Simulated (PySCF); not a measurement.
Compound: C7H10P (charge -1).
Bonds: C1–C2, C2–C3 (aromatic), C3–C4 (aromatic), C4–C5, C4–C6 (aromatic), C6–C7, C6–P8 (aromatic), C2–P8 (aromatic). Hydrogens: H9, H10, H11 on C1; H12 on C3; H13, H14, H15 on C5; H16, H17, H18 on C7.

NICS is the negative of the GIAO shielding at a point without a nucleus: at the ring centre (0) and 1 Å above and below it (1); zz is the component along the ring normal. Level: GIAO PBE0/pcSseg-1 (PySCF, non-relativistic, gas phase) on the GFN2-xTB geometry, one conformer.

Ring bond lengths (Å), with Mayer bond orders in brackets: C2–C3 1.380 (1.48), C3–C4 1.402 (1.35), C4–C6 1.385 (1.51), C6–P8 1.758 (1.23), P8–C2 1.756 (1.24).

Task: Give the NICS values of each ring in ppm.

Result: 
| ring | type | NICS(0) | NICS(1), two faces | NICS(1)zz, two faces | rms pucker (Å) | centre to ring atoms, mean (Å) |
| --- | --- | --- | --- | --- | --- | --- |
| C2–C3–C4–C6–P8 | 5-membered ring with P; formal bonds all aromatic | -11.3 | -10.3 / -10.2 | -25.6 / -25.5 | 0.00 | 1.30 |

Task: What do they say, and how far can they be read as aromaticity?

Result: 
- C2–C3–C4–C6–P8: mean NICS(1)zz -25.6 ppm, shielded.

Task: What does the geometric index give? HOMA takes Krygowski's 1993 parameters.

Result: 
- C2–C3–C4–C6–P8: HOMA 0.82; the largest term is that of C6–P8, α(R − Ropt)² = 0.43.

Task: What is the mean of the two in-plane components of NICS at the first NICS(1) probe listed for ring C2–C3–C4–C6–P8, 1 Å off the ring?

Result: The isotropic value is a third of the trace: (3 × -10.3 − (-25.6))/2 = -2.7 ppm.

Task: What are the shieldings of the ring atoms and their hydrogens in the same run (means over atoms taken as equivalent)?

Result: 
```
atoms                  environment  σ isotropic (ppm)  principal values of the symmetric part, first atom (ppm)
   C2  substituted aromatic carbon               47.5                                        -66.8, 52.9, 156.3
   C3           aromatic CH carbon               66.3                                         -8.6, 89.2, 118.4
   C4  substituted aromatic carbon               64.6                                        -15.4, 65.0, 144.1
   C6  substituted aromatic carbon               50.3                                        -56.8, 57.5, 150.2
   P8     phosphorus bonded to 2 C              225.1                                       130.8, 220.7, 323.8
  H12            aromatic hydrogen              25.28                                          22.6, 25.2, 28.0
```
